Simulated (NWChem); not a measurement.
System: CH3AlBrF; SMILES [Br][Al]([CH3])[F]

Here is an NWChem input.

```
start job
memory heap 200 mb stack 900 mb global 1100 mb
geometry units angstroms noautoz
  Al     0.056773     0.921928    -0.040026
  F      1.544109     1.564845    -0.416234
  Br     0.030860    -1.283228     0.395217
  C     -1.510233     2.049175     0.003069
  H     -2.418888     1.491908     0.273968
  H     -1.670696     2.518065    -0.981608
  H     -1.373595     2.866723     0.729730
end
basis spherical
  * library def2-svp
end
dft
  xc xpbe96 cpbe96
  iterations 150
  vectors input atomic output neutral.movecs
end
task dft energy
charge 1
dft
  odft
  mult 2
  vectors input atomic output cation.movecs
end
task dft energy
```

Output (shortened):

```
             Northwest Computational Chemistry Package (NWChem) 7.3.0
             --------------------------------------------------------

 C1  symmetry detected

                             Geometry "geometry" -> ""
                             -------------------------

 Output coordinates in angstroms (scale by  1.889725989 to convert to a.u.)

  No.       Tag          Charge          X              Y              Z
 ---- ---------------- ---------- -------------- -------------- --------------
    1 Al                  13.0000     0.04490800     0.93528192     0.00018496
    2 F                    9.0000     1.55667121     1.62926680    -0.00007677
    3 Br                  35.0000     0.00502841    -1.31221236    -0.00000507
    4 C                    6.0000    -1.53659040     2.04294321    -0.00001245
    5 H                    1.0000    -2.46262093     1.44966673     0.00877237
    6 H                    1.0000    -1.54817567     2.69212066    -0.89087126
    7 H                    1.0000    -1.53950013     2.70591983     0.88063755

 Effective nuclear repulsion energy (a.u.)     290.1695786674

  pbe96 is a nonlocal functional; adding pw91lda local functional.

                                 NWChem DFT Module
                                 -----------------

 Summary of "ao basis" -> "ao basis" (spherical)
 ------------------------------------------------------------------------------
       Tag                 Description            Shells   Functions and Types
 ---------------- ------------------------------  ------  ---------------------
 Al                         def2-svp                 8       18   4s3p1d
 F                          def2-svp                 6       14   3s2p1d
 Br                         def2-svp                12       32   5s4p3d
 C                          def2-svp                 6       14   3s2p1d
 H                          def2-svp                 3        5   2s1p

            General Information
            -------------------
          SCF calculation type: DFT
          Wavefunction type:  closed shell.
          No. of atoms     :     7
          No. of electrons :    66
           Alpha electrons :    33
            Beta electrons :    33
          Charge           :     0
          Spin multiplicity:     1
          Use of symmetry is: off; symmetry adaption is: off
          Maximum number of iterations: 150
          AO basis - number of functions:    93
                     number of shells:    41
          Convergence on energy requested:  1.00D-06
          Convergence on density requested:  1.00D-05
          Convergence on gradient requested:  5.00D-04

              XC Information
              --------------
          PerdewBurkeErnzerhof Exchange Functional  1.000
            Perdew 1991 LDA Correlation Functional  1.000 local
           PerdewBurkeErnz. Correlation Functional  1.000 non-local

             Grid Information
             ----------------
          Grid used for XC integration:  medium
          Radial quadrature: Mura-Knowles
          Angular quadrature: Lebedev.
          Tag              B.-S. Rad. Rad. Pts. Rad. Cut. Ang. Pts.
          ---              ---------- --------- --------- ---------
          Al                  1.25       88           8.0       590
          F                   0.50       49          11.0       434
          Br                  1.15      112          11.0       590
          C                   0.70       49          10.0       434
          H                   0.35       45          11.0       434
          Grid pruning is: on
          Number of quadrature shells:   433
          Spatial weights used:  Erf1

      Superposition of Atomic Density Guess
      -------------------------------------

 Sum of atomic energies:       -2952.29238466

      Non-variational initial energy
      ------------------------------

 Total energy =   -2953.293346
 1-e energy   =   -4687.364458
 2-e energy   =    1443.901533
 HOMO         =      -0.384213
 LUMO         =      -0.009163

   convergence    iter        energy       DeltaE   RMS-Dens  Diis-err
 ---------------- ----- ----------------- --------- --------- ---------
 d= 0,ls=0.0,diis     1  -2955.2318030978 -3.25D+03  2.00D-02  8.10D-01
 d= 0,ls=0.0,diis     2  -2954.9460262405  2.86D-01  1.36D-02  4.07D+00
 d= 0,ls=0.0,diis     3  -2955.3091387230 -3.63D-01  2.94D-03  7.57D-02
 d= 0,ls=0.0,diis     4  -2955.3130783320 -3.94D-03  1.55D-03  2.34D-02
 d= 0,ls=0.0,diis     5  -2955.3158973370 -2.82D-03  2.58D-04  5.04D-04
  Resetting Diis
 d= 0,ls=0.0,diis     6  -2955.3159808544 -8.35D-05  3.40D-05  1.78D-05
 d= 0,ls=0.0,diis     7  -2955.3159825346 -1.68D-06  4.45D-05  3.10D-06
 d= 0,ls=0.0,diis     8  -2955.3159815357  9.99D-07  2.66D-05  1.15D-05
 d= 0,ls=0.0,diis     9  -2955.3159829797 -1.44D-06  2.33D-06  4.53D-08
 d= 0,ls=0.0,diis    10  -2955.3159829853 -5.59D-09  6.29D-07  1.04D-08

         Total DFT energy =    -2955.315982985306
      One electron energy =    -4690.371177632164
           Coulomb energy =     1571.251174075811
    Exchange-Corr. energy =     -126.365558096358
 Nuclear repulsion energy =      290.169578667405

 Numeric. integr. density =       65.999996792806

                       DFT Final Molecular Orbital Analysis
                       ------------------------------------

 Vector   31  Occ=2.000000D+00  E=-2.830872D-01
              MO Center= -5.8D-01,  9.0D-01,  6.3D-05, r^2= 4.2D+00
   Bfn.  Coefficient  Atom+Function         Bfn.  Coefficient  Atom+Function
  ----- ------------  ---------------      ----- ------------  ---------------
    68      0.304782  4 C  px                48     -0.274953  3 Br py
    45     -0.253849  3 Br py                69     -0.213653  4 C  py
    71      0.196266  4 C  px                23      0.189298  2 F  py
    42      0.168139  3 Br py                47     -0.167708  3 Br px
    22     -0.158062  2 F  px                44     -0.148755  3 Br px

 Vector   32  Occ=2.000000D+00  E=-2.729065D-01
              MO Center=  2.5D-02, -1.1D+00, -8.2D-06, r^2= 1.8D+00
   Bfn.  Coefficient  Atom+Function         Bfn.  Coefficient  Atom+Function
  ----- ------------  ---------------      ----- ------------  ---------------
    49      0.577969  3 Br pz                46      0.512797  3 Br pz
    43     -0.342943  3 Br pz                40      0.111605  3 Br pz
    24      0.092315  2 F  pz                13      0.079026  1 Al pz
    10      0.070468  1 Al pz                27     -0.069208  2 F  pz
    15     -0.054689  1 Al d -1               7     -0.041163  1 Al pz

 Vector   33  Occ=2.000000D+00  E=-2.628659D-01
              MO Center= -8.9D-02, -8.8D-01,  5.6D-05, r^2= 2.7D+00
   Bfn.  Coefficient  Atom+Function         Bfn.  Coefficient  Atom+Function
  ----- ------------  ---------------      ----- ------------  ---------------
    47      0.552895  3 Br px                44      0.498726  3 Br px
    41     -0.331491  3 Br px                69     -0.122041  4 C  py
    38      0.107829  3 Br px                68      0.101918  4 C  px
    67      0.100352  4 C  s                 72     -0.085852  4 C  py
    23     -0.073466  2 F  py                48     -0.072221  3 Br py

 Vector   34  Occ=0.000000D+00  E=-5.062427D-02
              MO Center= -5.4D-05,  8.1D-01,  1.1D-02, r^2= 3.9D+00
   Bfn.  Coefficient  Atom+Function         Bfn.  Coefficient  Atom+Function
  ----- ------------  ---------------      ----- ------------  ---------------
    13      0.752493  1 Al pz                10      0.409345  1 Al pz
    49     -0.279188  3 Br pz                85      0.206000  6 H  s
     7     -0.202920  1 Al pz                90     -0.202269  7 H  s
    24      0.193467  2 F  pz                46     -0.177567  3 Br pz
    27     -0.171596  2 F  pz                84      0.120912  6 H  s

 Vector   35  Occ=0.000000D+00  E=-4.494248D-02
              MO Center= -7.8D-02,  8.5D-01, -1.2D-02, r^2= 4.9D+00
   Bfn.  Coefficient  Atom+Function         Bfn.  Coefficient  Atom+Function
  ----- ------------  ---------------      ----- ------------  ---------------
     4      1.174705  1 Al s                 67     -0.784730  4 C  s
    48     -0.403181  3 Br py                 3      0.309216  1 Al s
    37     -0.302623  3 Br s                 36     -0.240980  3 Br s
     2      0.226576  1 Al s                 21     -0.217153  2 F  s
    71     -0.209062  4 C  px                85      0.207254  6 H  s

 Vector   36  Occ=0.000000D+00  E= 4.132067D-02
              MO Center= -3.6D-01,  1.1D+00, -3.5D-04, r^2= 5.5D+00
   Bfn.  Coefficient  Atom+Function         Bfn.  Coefficient  Atom+Function
  ----- ------------  ---------------      ----- ------------  ---------------
    67      1.069992  4 C  s                 11      0.992377  1 Al px
    90     -0.540241  7 H  s                 85     -0.533702  6 H  s
    12      0.431308  1 Al py                21     -0.374421  2 F  s
    47     -0.266660  3 Br px                37      0.243740  3 Br s
     4     -0.234049  1 Al s                  8      0.185032  1 Al px

     Multipole analysis of the density
     ---------------------------------

     L   x y z        total         alpha         beta         nuclear
     -   - - -        -----         -----         ----         -------
     0   0 0 0     -0.000000    -33.000000    -33.000000     66.000000

     1   1 0 0     -0.710621     -0.355310     -0.355310      0.000000
     1   0 1 0      0.414525      0.207262      0.207262     -0.000000
     1   0 0 1     -0.000112     -0.000056     -0.000056     -0.000000

[...]
```

Level: PBE/def2-SVP, vertical spin-unrestricted ions. All runs use the structure optimised with PBE0/def2-SVP.
